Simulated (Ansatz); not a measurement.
Cartesian coordinates in Å:
```
Se 1.719 2.533 -1.172
C 1.014 1.112 -0.394
O -0.192 0.668 -0.610
Sn -0.926 -0.967 0.323
H 1.617 0.545 0.327
H -0.876 -0.592 1.979
H 0.123 -2.232 -0.112
H -2.479 -1.067 -0.341
```

Total charge 0; spin multiplicity 1. Sn takes the def2 core potential.

(1) List the CAM-B3LYP/def2-TZVPP orbital energies in eV (Ansatz). (Best estimate.)

Results:

(1) Ansatz gave: Occupied: -12351.60, -1580.80, -1419.01, -1418.99, -1418.93, -523.62, -281.92, -213.41, -157.52, -157.46, -157.24, -142.09, -97.05, -96.93, -96.93, -58.37, -58.34, -58.17, -58.11, -58.07, -32.00, -31.14, -31.13, -31.02, -31.02, -30.42, -21.94, -18.21, -17.52, -14.95, -13.57, -13.11, -11.62, -11.51, -10.15, -8.01, -7.13. Lowest empty: -0.46, -0.34, 0.52, 1.15, 1.39, 2.66, 2.96, 3.18.
